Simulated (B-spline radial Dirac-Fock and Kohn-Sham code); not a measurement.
Scattering functions of Gd⁵⁰⁺

System: Gd⁵⁰⁺, configuration [Ne] 3s2 3p2.

The computed values come from a radial finite-basis atomic code: relativistic Hartree-Fock (Dirac-Fock) wave functions, averaged over the configuration. f₀ is the Fourier transform of the spherical electron density, S the Waller-Hartree incoherent function, and s = sin θ/λ.

| s (Å⁻¹) | f₀ | S |
| --- | --- | --- |
| 0 | 14.000 | 0.000 |
| 0.05 | 13.995 | 0.007 |
| 0.1 | 13.979 | 0.028 |
| 0.15 | 13.952 | 0.064 |
| 0.2 | 13.915 | 0.113 |
| 0.25 | 13.868 | 0.175 |
| 0.3 | 13.811 | 0.250 |
| 0.35 | 13.744 | 0.338 |
| 0.4 | 13.667 | 0.437 |
| 0.45 | 13.582 | 0.547 |
| 0.5 | 13.487 | 0.668 |
| 0.6 | 13.273 | 0.937 |
| 0.7 | 13.028 | 1.236 |
| 0.8 | 12.757 | 1.559 |
| 0.9 | 12.464 | 1.899 |
| 1 | 12.152 | 2.248 |
| 1.1 | 11.826 | 2.601 |
| 1.2 | 11.490 | 2.952 |
| 1.4 | 10.804 | 3.630 |
| 1.6 | 10.122 | 4.260 |
| 1.8 | 9.465 | 4.830 |
| 2 | 8.851 | 5.341 |
| 2.5 | 7.541 | 6.414 |
| 3 | 6.540 | 7.304 |
| 3.5 | 5.752 | 8.095 |
| 4 | 5.084 | 8.811 |
| 5 | 3.926 | 10.021 |
| 6 | 2.980 | 10.934 |

f₀ starts at the number of electrons, 14, and has fallen to half at s ≈ 2.77 Å⁻¹. The sum of ⟨r²⟩ over the electrons is 0.2886 bohr².
